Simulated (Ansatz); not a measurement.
Frontier orbitals of C2H6BISi (`IC1CB[SiH2]1`).

Total charge 0; spin multiplicity 1. Correlated methods include outer-core shells of I, which these sets cover unevenly. I: def2 effective core potential. The geometry is a stationary point of PBE0-D4/def2-TZVP. Basis def2-TZVPP, the Gaussian-basis code of Ansatz.

| functional | HOMO (eV) | LUMO (eV) | gap (eV) |
| --- | --- | --- | --- |
| LDA (SPW92) | -5.96 | -3.57 | 2.39 |
| PBE | -5.82 | -3.34 | 2.48 |
| revPBE | -5.76 | -3.24 | 2.52 |
| BLYP | -5.64 | -3.15 | 2.49 |
| PBE0 | -6.91 | -2.38 | 4.53 |
| B3LYP | -6.68 | -2.56 | 4.12 |
| HSE06 (plane-wave form) | -6.52 | -2.77 | 3.75 |
| BHLYP | -7.85 | -1.31 | 6.54 |
| LC-ωPBE | -9.49 | -0.07 | 9.42 |
| ωB97M-V | -9.03 | -0.42 | 8.61 |

A quarter of exact exchange (PBE0) shifts PBE's HOMO by −1.10 eV and its LUMO by +0.96 eV; full exchange at long range (ωB97M-V) shifts them by −3.21 and +2.92 eV. The gap opens from 2.48 to 8.61 eV, since occupied levels lose self-interaction and empty ones feel all the electrons.

B3LYP here is the variant with VWN-RPA as its local correlation; programs differ in this. LC-ωPBE has ω = 0.4 bohr⁻¹.
